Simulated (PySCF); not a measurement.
**Cl³⁺ (chlorine, charge +3): M06 calculation**

Configuration: [Ne] 3s2 3p2, high-spin 3P determinant. All numbers are calculated (PySCF 2.14, the non-relativistic Hamiltonian (point nucleus), in aug-cc-pV(Q+d)Z).

```
Total energy                                                  : -457.3386 hartree
One-electron energy                                           : -608.9255 hartree
Hartree (Coulomb) energy                                      : 178.5453 hartree
Exchange-correlation energy                                   : -26.9583 hartree
Kinetic energy                                                : 456.04055 hartree
⟨S²⟩                                                          : 2.0016
⟨L²⟩                                                          : 2.008
Sum of ⟨r⟩                                                    : 9.319 bohr
Sum of ⟨r²⟩                                                   : 11.44 bohr²
Traceless quadrupole moment −½Σ⟨3z² − r²⟩ along its main axis : 0.965 e·bohr²
Density at the nucleus (Gaussians lack the cusp)              : 3190 bohr⁻³
Spin density at the nucleus                                   : 0.536 bohr⁻³
Langevin diamagnetic susceptibility                           : -9.06 ×10⁻⁶ cm³/mol
```

```json
{"shell": "1s α", "electrons": "1", "mean orbital energy (hartree)": "-103.51541", "spread (hartree)": "0", "rms radius, mean of both spins (bohr)": "0.106"}
{"shell": "1s β", "electrons": "1", "mean orbital energy (hartree)": "-103.50119", "spread (hartree)": "0", "rms radius, mean of both spins (bohr)": "0.106"}
{"shell": "2s α", "electrons": "1", "mean orbital energy (hartree)": "-11.29203", "spread (hartree)": "0", "rms radius, mean of both spins (bohr)": "0.484"}
{"shell": "2s β", "electrons": "1", "mean orbital energy (hartree)": "-11.27182", "spread (hartree)": "0", "rms radius, mean of both spins (bohr)": "0.484"}
{"shell": "2p α", "electrons": "3", "mean orbital energy (hartree)": "-9.00977", "spread (hartree)": "0.01182", "rms radius, mean of both spins (bohr)": "0.453"}
{"shell": "2p β", "electrons": "3", "mean orbital energy (hartree)": "-8.98196", "spread (hartree)": "0.03234", "rms radius, mean of both spins (bohr)": "0.453"}
{"shell": "3s α", "electrons": "1", "mean orbital energy (hartree)": "-2.28082", "spread (hartree)": "0", "rms radius, mean of both spins (bohr)": "1.49"}
{"shell": "3s β", "electrons": "1", "mean orbital energy (hartree)": "-2.14636", "spread (hartree)": "0", "rms radius, mean of both spins (bohr)": "1.49"}
{"shell": "3p α", "electrons": "2", "mean orbital energy (hartree)": "-1.75064", "spread (hartree)": "0", "rms radius, mean of both spins (bohr)": "1.62"}
```
